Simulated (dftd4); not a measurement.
C₃H₇O, charge -1, singlet, geometry from GFN2-xTB; D4 for revpbe in dftd4 4.2.0.

The dftd4 input:
```
$ dftd4 mol.xyz --func revpbe --charge -1 --json dftd4.json --noedisp --property

# file mol.xyz
11

O     -0.02364204    -0.72791359    -0.02410158
C     -0.11695116     0.72309764     0.02353500
C      1.27997189    -1.17584587    -0.05346219
C     -1.53793975     1.16403974    -0.03994654
H      0.53282928     1.00119920     0.93898760
H      0.44859738     1.10785920    -0.85183032
H      1.26753791    -2.27032695    -0.05197351
H      1.82097837    -0.82845799    -0.95497355
H      1.85749247    -0.82621646     0.82524896
H     -1.97405394     1.11319354     0.99190016
H     -1.51473106     2.25830906    -0.28530416
```

Task: What does dftd4 print? Leave out banner, timings and long lists.

Result: 
```
                    ____  _____ _____     ____  _  _
      -------------|  _ \|  ___|_   _|---|  _ \| || |------------
     |             | | | | |_    | | ___ | | | | || |_           |
     |             | |_| |  _|   | ||___|| |_| |__   _|          |
     |             |____/|_|     |_|     |____/   |_|            |
     |             ===================================           |
     |            E. Caldeweyher, S. Ehlert & S. Grimme          |
     |          Mulliken Center for Theoretical Chemistry        |
     |                    University of Bonn                     |
      -----------------------------------------------------------

Rational (Becke-Johnson) damping: revpbe-D4-ATM
---------------------
  s6         1.0000
  s8         1.7468
  s9         1.0000
  a1         0.5363
  a2         3.0726
 alp        16.0000
--------------------

Atomic data, radii in Ångström:
------------------------------------------------------
   Z          R(cov)      r4/r2   hardness         EN
------------------------------------------------------
   8 O        0.8400     1.3725     0.5869     3.4400
   6 C        1.0000     1.6431     0.4220     2.5500
   1 H        0.4267     1.0622     0.4726     2.2000
------------------------------------------------------

Atomic reference systems (in atomic units):
----------------------------------------------------------------------------
   Z        #      CN     q+Z       C6(AA)   #      CN     q+Z       C6(AA)
----------------------------------------------------------------------------
   8 O      1  0.0000  8.0000      15.5711   2  0.8042  7.6453      20.8489
            3  1.6112  7.4012      24.8631   4  0.9798  8.0000      14.9880
   6 C      1  0.0000  6.0000      49.3833   2  0.9189  5.8288      52.1688
            3  1.9079  5.8579      35.6972   4  2.8312  5.7775      35.8445
            5  3.7487  5.7435      28.6317   6  2.9183  5.8956      32.2504
            7  0.8556  6.2103      25.6194
   1 H      1  0.0000  1.0000       7.6362   2  0.8942  1.0000       3.0374
----------------------------------------------------------------------------

Atomic properties (in atomic units):
----------------------------------------------------------------------------
     #    Z              CN          q      C6(AA)        C8(AA)   alpha(0)
----------------------------------------------------------------------------
     1    8 O        1.6970    -0.4322     21.2984      429.8134     6.2438
     2    6 C        3.6809    -0.1016     25.3150      732.1546     7.2877
     3    6 C        3.6483    -0.2153     28.0517      811.3044     7.6924
     4    6 C        2.8167    -0.3525     40.1723     1161.8520    10.3517
     5    1 H        0.9095     0.0193      2.7475       33.2130     2.5929
     6    1 H        0.9215     0.0268      2.6332       31.8315     2.5378
     7    1 H        0.9240     0.0072      2.9362       35.4938     2.6797
     8    1 H        0.9221     0.0095      2.8994       35.0487     2.6629
     9    1 H        0.9219     0.0094      2.8997       35.0530     2.6631
    10    1 H        0.9194     0.0235      2.6818       32.4181     2.5612
    11    1 H        0.9194     0.0059      2.9585       35.7637     2.6901
----------------------------------------------------------------------------

Molecular properties (in atomic units):
----------------------------------------
 molecular C6                1086.5960
 molecular C8               22774.7428
----------------------------------------

Dispersion energy:      -2.6195142442614E-02 Eh

[Info] JSON dump of results written to 'dftd4.json'
```
